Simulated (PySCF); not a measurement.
**Working out the excitation energy of Ti**

Ti [Ar] 3d2 4s2 (3F) → Ti [Ar] 3d2 4s1 5s1 (5F). Calculation: PySCF 2.14, in aug-cc-pVDZ-DK (7s6p4d2f, 59 functions); scalar relativity by spin-free X2C-1e. Frozen: [Ar]. Energies in hartree (1 hartree = 27.21139 eV):

| part | Ti (lower) | Ti (upper) |
| --- | --- | --- |
| UHF | -852.744824 | -852.621163 |
| CCSD correlation | -0.049027 | -0.016036 |
| (T) | -0.001368 | -0.000165 |

Q: What does Hartree-Fock give?

A: (-852.621163) − (-852.744824) = 0.123661 hartree = 3.365 eV.

Q: What do CCSD and CCSD(T) give?

A: The CCSD correlation energies differ by 0.032991 hartree = 0.898 eV and the triples by 0.001203 hartree = 0.033 eV, so CCSD gives 4.263 eV and CCSD(T) 4.296 eV.

A double-zeta basis recovers only part of the correlation energy.
